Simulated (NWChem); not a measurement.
Molecule: AlH2F; SMILES [F][AlH2]

Program: NWChem. Pople sets run with spherical d functions. Coordinates come from a PBE-D3(BJ)/def2-SVP optimisation. B3LYP is NWChem's, with the RPA form of VWN correlation. Static field.

For level B3LYP/6-31+G*:

```
Quantity                          Result
--------------------------------  ------
isotropic polarisability (bohr³)    23.4
```

How do the values read with level BHandHLYP/6-31+G* instead?


* **isotropic polarisability (bohr³)**: 21.9
